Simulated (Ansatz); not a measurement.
Species: CH₂N, charge 0, doublet. CH2N (SMILES [CH]=N, doublet).
B3LYP-D3(BJ)/def2-TZVP minimum from Ansatz (a program for electronic structure):
```
C
N 1 1.2170
H 2 1.0264 1 122.80
H 1 1.0983 2 134.02 3 0.00
```
Charge 0, spin multiplicity 2.

Total energies in cc-pVTZ, 11 correlated electrons, 2 frozen orbitals. Open shells are spin-unrestricted; no spin-orbit coupling. Cores are frozen in correlated methods. No relativity. The UHF reference of CH2N ([CH]=N, doublet) is spin-contaminated (<S^2> up to 0.08 over the pure value in the sets run).

```json
[
 {"method": "HF", "program": "Ansatz", "energy (Eh)": "-93.43109", "minus CCSDT(Q) (mEh)": "371.83"},
 {"method": "MP2", "program": "Ansatz", "energy (Eh)": "-93.76406", "minus CCSDT(Q) (mEh)": "38.85"},
 {"method": "CCSD", "program": "Ansatz", "energy (Eh)": "-93.78478", "minus CCSDT(Q) (mEh)": "18.14"},
 {"method": "CCSD(T)", "program": "Ansatz", "energy (Eh)": "-93.80111", "minus CCSDT(Q) (mEh)": "1.80"},
 {"method": "CCSDT(Q)", "program": "Ansatz", "energy (Eh)": "-93.80292", "minus CCSDT(Q) (mEh)": "0.00"}
]
```

Rough core times of Ansatz's runs on a shared machine: CCSD(T) under 20 s, CCSDT(Q) 5 min.
